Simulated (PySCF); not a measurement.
## Calculated data, BH4NSi, CH4BN, AlFH3NSi, AlB2H4 and others

Computed with PySCF 2.14.0. Calculation on a computer-drawn molecule: optimised geometry and harmonic frequencies of an isolated molecule of the commonest isotopes, restricted reference for singlets and unrestricted otherwise, frozen core in MP2.

Common to all runs: multiplicity 1.

(1) BH4NSi

Start structure:
```xyz
7
BH4NSi
B     -2.2932     1.4905     0.5021
N     -1.5855     0.3054     0.3774
Si    -0.7915    -1.0236     0.2375
H     -1.8918     2.4992    -0.0251
H     -3.3178     1.5252     1.1391
H     -1.0128    -1.9921    -0.8454
H      0.2598    -1.4447     1.1741
```

```
charge                                        : 0
method                                        : MP2
basis                                         : cc-pV(D+d)Z
rotational constants                          : 94.73, 5.131, 5.086 GHz
total energy                                  : -370.7364 hartree
convergence status largest gradient component : 1.805e-05 hartree/bohr
```

Drawn bonds:
```
atom  other atom  order
   1           2      1
   2           3      2
   1           4      1
   1           5      1
   3           6      1
   3           7      1
```

Optimised structure:
```xyz
7
BH4NSi
B     -2.3044     1.5093     0.5041
N     -1.5924     0.3165     0.3782
Si    -0.7775    -1.0472     0.2349
H     -1.8872     2.5123    -0.0309
H     -3.3307     1.5264     1.1467
H     -1.0144    -2.0062    -0.8586
H      0.2737    -1.4512     1.1852
```

Modes:
```
frequency (cm⁻¹)  reduced mass (dalton)
           126.5                  3.826
           215.8                  3.548
           486.1                  1.008
           593.3                   1.13
           696.9                  1.224
           796.6                  3.976
           932.8                  1.379
            1017                  1.097
            1018                  1.337
            1235                  1.175
            1541                  9.336
            2323                  1.028
            2339                  1.058
            2592                  1.053
            2667                  1.129
```

(2) CH4BN

Start structure:
```xyz
7
CH4BN
B     -0.0583    -2.2974     0.8141
N      0.6965    -1.5873     1.4671
C      1.5662    -0.7684     2.2197
H     -0.7812    -2.9770     0.1892
H      2.5581    -1.2186     2.2952
H      1.6765     0.2138     1.7555
H      1.1849    -0.6214     3.2323
```

```
charge                                        : 0
method                                        : MP2
basis                                         : cc-pVDZ
rotational constants                          : 157.3, 8.699, 8.699 GHz
total energy                                  : -119.7263 hartree
convergence status largest gradient component : 9.376e-06 hartree/bohr
```

Drawn bonds:
```
atom  other atom  order
   1           2      2
   2           3      1
   1           4      1
   3           5      1
   3           6      1
   3           7      1
```

Optimised structure:
```xyz
7
CH4BN
B     -0.0744    -2.3123     0.8004
N      0.6996    -1.5840     1.4700
C      1.5741    -0.7609     2.2265
H     -0.8014    -2.9964     0.1714
H      2.5746    -1.2182     2.3010
H      1.6836     0.2299     1.7554
H      1.1866    -0.6144     3.2484
```

Modes:
```
frequency (cm⁻¹)  reduced mass (dalton)
           249.3                  3.378
           249.4                  3.379
           676.1                  1.293
           676.1                  1.293
           988.8                    4.5
            1150                  1.319
            1150                  1.319
            1460                  1.191
            1497                  1.037
            1497                  1.037
            1948                  5.509
            2911                  1.189
            3076                  1.033
            3171                  1.105
            3171                  1.105
```

(3) AlFH3NSi

Start structure:
```xyz
7
AlFH3NSi
F      0.4980    -1.8609     2.8490
Al    -0.0087    -0.5022     2.0436
N     -0.1224    -0.5233     0.3101
Si    -0.2072    -0.5673    -1.2460
H     -0.3554     0.7311     2.9441
H      0.8942    -0.2063    -2.1563
H     -1.4044    -0.9633    -2.0089
```

```
charge                                        : 0
method                                        : MP2
basis                                         : cc-pV(D+d)Z
rotational constants                          : 19.51, 1.754, 1.641 GHz
total energy                                  : -687.0890 hartree
convergence status largest gradient component : 3.712e-05 hartree/bohr
```

Drawn bonds:
```
atom  other atom  order
   1           2      1
   2           3      1
   3           4      2
   2           5      1
   4           6      1
   4           7      1
```

Optimised structure:
```xyz
7
AlFH3NSi
F      0.5055    -1.8791     2.8954
Al    -0.0040    -0.5095     2.0753
N     -0.1149    -0.5430     0.3161
Si    -0.2094    -0.5657    -1.2735
H     -0.3615     0.7501     2.9337
H      0.8972    -0.1898    -2.1805
H     -1.4189    -0.9551    -2.0310
```

Modes:
```
frequency (cm⁻¹)  reduced mass (dalton)
            22.4                  3.895
           82.34                  7.695
             171                  1.143
           281.1                  13.36
           505.7                  1.322
           535.9                   7.77
           670.1                  1.174
           686.3                  1.147
           698.7                  1.216
           834.6                  11.99
            1047                   1.06
            1330                  14.59
            2023                  1.044
            2294                   1.03
            2300                  1.056
```

(4) AlB2H4

Start structure:
```xyz
7
AlB2H4
B     -2.2276     2.0539    -0.8638
B     -0.9029     3.1283    -1.7578
Al     1.1764     3.2121    -2.3211
H     -2.6586     1.6076    -1.7665
H     -1.8936     1.8080     0.1068
H      1.4900     3.0989    -3.7921
H      2.0513     2.7437    -1.0698
```

```
charge               : 1
method               : HF
basis                : cc-pV(D+d)Z
total energy         : ?
rotational constants : ?
```

Drawn bonds:
```
atom  other atom  order
   1           2      1
   2           3      1
   1           4      1
   1           5      1
   3           6      1
   3           7      1
```

(5) B3H5O

Start structure:
```xyz
9
B3H5O
B     -2.4931     1.1133     1.1861
B     -0.8839     0.6833     0.8571
O     -0.2995     0.7397    -0.2841
B      0.3462     0.8621    -1.4608
H     -3.3718     0.3431     1.0911
H     -2.7894     2.1261     1.5241
H     -0.2613     0.2169     1.7594
H      0.8141     1.8789    -1.7800
H      0.2526    -0.0968    -2.1886
```

```
charge               : 0
method               : HF
basis                : cc-pVDZ
total energy         : ?
rotational constants : ?
```

Drawn bonds:
```
atom  other atom  order
   1           2      1
   2           3      1
   3           4      1
   1           5      1
   1           6      1
   2           7      1
   4           8      1
   4           9      1
```

## Withheld values
1. Estimate the total energy of AlB2H4 (entry 4).
2. AlB2H4 (entry 4): rotational constants?
3. Estimate the total energy of B3H5O (entry 5).
4. Estimate the rotational constants of B3H5O (entry 5).

## Answers
1. -293.2470 hartree
2. 78.58, 3.064, 3.027 GHz
3. -151.8645 hartree
4. 41.36, 4.057, 3.812 GHz

Further results for AlB2H4 (entry 4):

```
convergence status largest gradient component : 2.878e-05 hartree/bohr
```

Optimised structure:
```xyz
7
AlB2H4
B     -2.1898     2.0001    -0.9730
B     -0.6271     2.4617    -1.5597
Al     1.4104     3.0635    -2.3277
H     -2.6657     0.9795    -1.3621
H     -2.7421     2.7171    -0.1980
H      1.3009     3.9230    -3.6200
H      2.5483     2.5076    -1.4239
```

Modes:
```
frequency (cm⁻¹)  reduced mass (dalton)
           69.85                  1.008
           177.5                  2.248
             188                  2.489
           366.7                  6.445
           468.6                   1.37
           562.3                  1.137
           687.3                  1.515
           762.2                  1.066
           929.9                  1.413
             951                  6.219
            1227                  1.157
            2082                  1.017
            2117                  1.069
            2731                  1.048
            2843                  1.128
```

Further results for B3H5O (entry 5):

```
convergence status largest gradient component : 2.088e-05 hartree/bohr
```

Optimised structure:
```xyz
9
B3H5O
B     -2.5737     0.9435     1.2819
B     -1.0071     0.9297     0.6134
O     -0.8328     0.7910    -0.7433
B      0.3495     0.7627    -1.4173
H     -3.1099    -0.0664     1.6557
H     -3.1851     1.9676     1.4388
H     -0.0230     1.0400     1.3070
H      1.3889     0.8644    -0.8235
H      0.3071     0.6342    -2.6084
```

Modes:
```
frequency (cm⁻¹)  reduced mass (dalton)
           118.2                  2.583
           204.3                   2.69
           241.2                  1.054
           294.1                  1.296
           381.9                  3.056
           525.2                  1.136
           773.7                  2.346
           997.2                  1.722
            1020                  1.629
            1025                  1.418
            1146                   2.21
            1147                  1.374
            1218                  1.292
            1276                  1.388
            1379                  1.492
            1422                  5.108
            2630                  1.079
            2663                   1.06
            2682                  1.056
            2722                  1.121
            2757                   1.13
```
